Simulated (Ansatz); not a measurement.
C4H12Ge (SMILES [CH3][Ge]([CH3])([CH3])[CH3]), singlet, at a GFN2-xTB geometry. Base run: HF/STO-3G (Ansatz, a quantum-chemistry and plane-wave program).

Here is a job for Ansatz.
Ansatz 0.2 input:
```yaml
crystal:
  periodic: [false, false, false]
  atoms:
    - {symbol: C, position_ang: [-0.23947062, -1.06595218, -1.65989926]}
    - {symbol: Ge, position_ang: [0.00000000, 0.00000000, -0.00000000]}
    - {symbol: C, position_ang: [-0.06719706, 1.93648478, -0.44088209]}
    - {symbol: C, position_ang: [-1.45232338, -0.43786460, 1.28370447]}
    - {symbol: C, position_ang: [1.75899106, -0.43266800, 0.81707688]}
    - {symbol: H, position_ang: [-1.19574845, -0.84621800, -2.12542525]}
    - {symbol: H, position_ang: [-0.20636169, -2.12977053, -1.44389199]}
    - {symbol: H, position_ang: [0.54406792, -0.84340260, -2.37823336]}
    - {symbol: H, position_ang: [0.06161749, 2.54065356, 0.45234337]}
    - {symbol: H, position_ang: [-1.02110312, 2.19755474, -0.88962537]}
    - {symbol: H, position_ang: [0.71871324, 2.20037014, -1.14243348]}
    - {symbol: H, position_ang: [-2.42529904, -0.20948328, 0.85870428]}
    - {symbol: H, position_ang: [-1.43591229, -1.49303582, 1.54023754]}
    - {symbol: H, position_ang: [-1.34257843, 0.13361553, 2.20067303]}
    - {symbol: H, position_ang: [1.81961363, -1.48776767, 1.06718570]}
    - {symbol: H, position_ang: [2.57004324, -0.20139974, 0.13284433]}
    - {symbol: H, position_ang: [1.91294749, 0.13888367, 1.72762118]}
basis:
  gaussian:
    orbitals: STO-3G
hamiltonian:
  xc: hf
```

The base run was repeated with changes; each row names its change, and settings that it needs were set with it.

```csv
change,ΔE vs base (µEh)
base,0.0
lower_state_search = light,0.0
accuracy = high,-35.4
lower_state_search = full,0.0
nuclear_model = gaussian,5895
lower_state_search = off,0.0
"point_charge = charge:0.5 position_ang:-3.4974, 4.1942, -1.1526",-379
forces = on,0.0
fitting.mean_field = cc-pVTZ-JKFIT,5902
"point_charge = charge:-1.0 position_ang:-4.9626, -0.5437, -2.4958",-2665
fitting.mean_field = def2-universal-JKFIT,-1092
```
